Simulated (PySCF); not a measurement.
**Spin-rotation constants: closo-1,9-AsAsB9**

Cartesian coordinates in Å; atom numbers follow the order of the lines, from 1:
```xyz
20

B     1.5479    0.1028    0.0795
B    -1.0717    0.8638   -1.1138
B     0.4385    1.4059   -0.3097
As   -1.2956    1.6395    0.8770
B     0.5685   -1.1929    0.9025
B     1.0764   -1.3383   -0.7191
As   -0.8942   -1.5895   -0.8995
B    -1.1116   -0.4585    1.3090
B     0.6099    0.1188   -1.4787
B     0.4117    0.4863    1.3621
B    -2.0349   -0.0895   -0.0732
H     2.7040    0.3049    0.2099
H    -1.5251    1.4408   -2.0445
H     0.9185    2.4695   -0.5323
H     0.8757   -2.0273    1.6834
H     1.7566   -2.1900   -1.1758
H    -1.5875   -0.9213    2.2908
H     0.9520    0.3306   -2.5917
H     0.8740    0.8614    2.3897
H    -3.2132   -0.2169   -0.1657
```

Method used: PySCF 2.14.0, GIAO BP86/def2-SVP magnetisability, rotational g tensor and spin-rotation constants, non-relativistic, gas phase. Geometry: GFN2-xTB.

The calculation is non-relativistic, which matters for the atoms heavier than Zn.

Give the nuclear spin-rotation constants along the inertial axes (H = +C I·J) beside the isotropic shieldings.

Rotational constants 1.4117, 0.6887, 0.6113 GHz.
```tsv
atom	isotope	Caa (kHz)	Cbb (kHz)	Ccc (kHz)	mean (kHz)	σ (ppm)
B1	11B	0.289	0.133	0.110	0.177	103.8
B2	11B	0.158	0.187	0.113	0.153	105.0
B3	11B	0.208	0.103	0.075	0.129	130.5
As4	75As	1.818	1.076	1.082	1.325	1401.5
B5	11B	0.304	0.103	0.099	0.169	112.2
B6	11B	0.374	0.152	0.146	0.224	78.6
As7	75As	2.317	0.945	0.482	1.248	1661.9
B8	11B	0.158	0.190	0.114	0.154	104.0
B9	11B	0.303	0.104	0.099	0.169	112.1
B10	11B	0.208	0.104	0.075	0.129	130.2
B11	11B	0.148	0.149	0.159	0.152	103.0
H12	1H	-0.127	0.021	-0.055	-0.054	28.4
H13	1H	-0.119	-0.047	-0.002	-0.056	28.6
H14	1H	-0.068	-0.043	-0.036	-0.049	29.1
H15	1H	-0.105	-0.058	-0.005	-0.056	29.2
H16	1H	0.054	-0.041	-0.050	-0.012	25.6
H17	1H	-0.119	-0.048	-0.001	-0.056	28.5
H18	1H	-0.104	-0.057	-0.005	-0.056	29.2
H19	1H	-0.067	-0.043	-0.036	-0.049	29.1
H20	1H	-0.128	0.026	-0.050	-0.051	27.4
```
For the geometry as given, no vibrational averaging.
